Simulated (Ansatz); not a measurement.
Total energies of Ge₁₉PH₂₈⁺, a doped nanocrystal cut from the lattice of germanium (P on a surface site) from Ansatz at PBE0-D4/def2-TZVP, gas phase (1 Eh = 27.2114 eV = 2625.5 kJ/mol). The reference geometry is relaxed at PBE-D4/def2-SVP.

```csv
atom,x (Å),y (Å),z (Å)
Ge1,-1.8563,0.5731,4.1134
Ge2,-3.4996,-2.3254,-1.9287
Ge3,-0.5761,0.5612,-3.9713
P4,0.7638,2.8168,2.3124
Ge5,1.4193,2.9095,-1.4775
Ge6,-1.2702,0.4367,0.0038
Ge7,-0.2761,-2.7159,2.1942
Ge8,0.5734,-2.5999,-1.7223
Ge9,2.6021,-0.1681,0.7249
Ge10,3.3152,-0.1344,-3.2312
Ge11,-3.4478,-0.6963,-0.1026
Ge12,-1.3706,1.7998,2.0420
Ge13,-0.6222,-1.5321,4.3073
Ge14,-0.7634,1.8788,-1.9131
Ge15,-1.5501,-3.8027,-1.9632
Ge16,1.1269,-1.1628,-3.6307
Ge17,1.2821,4.2993,0.5375
Ge18,2.5069,1.2662,2.7102
Ge19,3.1911,1.2359,-1.1993
Ge20,0.4507,-1.2750,0.3459
H21,-1.5473,1.5224,5.3069
H22,-3.3875,0.3214,4.0451
H23,-4.7879,-3.1801,-1.7692
H24,-3.5854,-1.5272,-3.2580
H25,-0.1660,1.5123,-5.1289
H26,-1.9530,-0.0816,-4.2896
H27,0.6928,3.6239,3.4944
H28,1.8079,3.9026,-2.6144
H29,-1.6093,-3.3761,1.7428
H30,0.7856,-3.8301,2.4126
H31,1.7318,-3.6296,-1.5429
H32,3.7316,-1.1967,1.0305
H33,3.7358,0.7862,-4.4097
H34,4.3940,-1.2298,-3.0106
H35,-4.5558,0.3832,-0.2556
H36,-3.6268,-1.3962,1.2764
H37,-2.2445,3.0836,1.8870
H38,-1.4076,-2.4349,5.2978
H39,0.7654,-1.2072,4.9264
H40,-1.8406,3.0023,-2.0013
H41,-1.5282,-4.5953,-3.2994
H42,-1.6566,-4.8080,-0.7831
H43,1.2129,-2.0508,-4.9079
H44,0.1057,5.3095,0.6004
H45,2.6040,4.9663,1.0048
H46,3.7362,2.1851,2.9426
H47,2.0676,0.6010,4.0414
H48,4.5261,1.9792,-0.8902
```

```csv
state,geometry,energy (Eh)
charge 1 singlet,reference,-39816.52239
charge 2 doublet,reference,-39816.13291
charge 0 doublet,reference,-39816.64953
```

Single mean-field runs in def2-TZVP are fitted with def2-universal-jkfit.

**Question.** Work out the vertical ionisation energy to the doublet.

**Answer.** E(charge 2 doublet) − E(charge 1 singlet) = -39816.13291 − (-39816.52239) = 0.38948 Eh = 10.60 eV. For comparison, −ε of the highest occupied level is 9.57 eV at this level, 1.03 eV less.

**Question.** Work out the vertical electron affinity, to the doublet.

**Answer.** E(charge 1 singlet) − E(charge 0 doublet) = -39816.52239 − (-39816.64953) = 0.12714 Eh = 3.46 eV.

**Question.** Give the fundamental gap IE − EA, the Mulliken electronegativity (IE + EA)/2 and the hardness (IE − EA)/2.

**Answer.** From the values in Eh: IE − EA = 0.38948 − 0.12714 = 0.26234 Eh = 7.14 eV; (IE + EA)/2 = 7.03 eV; (IE − EA)/2 = 3.57 eV. The HOMO–LUMO gap of the same run is 5.24 eV, 1.90 eV smaller than the fundamental gap.
